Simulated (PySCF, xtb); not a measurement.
(1R)-1-chloro-1,2,2-trifluoroethane (C2H2ClF3), SMILES [C@@H](Cl)(C(F)F)F. One conformer was computed; it need not be the lowest.

Harmonic wavenumbers (cm⁻¹) from GFN2-xTB in xtb at its own minimum, in rising order: 49, 180, 218, 304, 379, 497, 688, 767, 881, 1043, 1060, 1126, 1163, 1240, 1252, 1266, 2903, 2921.

Q: What does PBE0-D3(BJ)/def2-SVP in PySCF give at its own minimum? (The exact figures need the calculation; the answer reports its results.)

A: 78, 201, 248, 344, 417, 562, 786, 845, 936, 1159, 1167, 1235, 1276, 1382, 1421, 1430, 3105, 3128. Paired by order, the mean absolute difference is 99 cm⁻¹ and the zero-point energies are 25.6 and 28.2 kcal/mol.
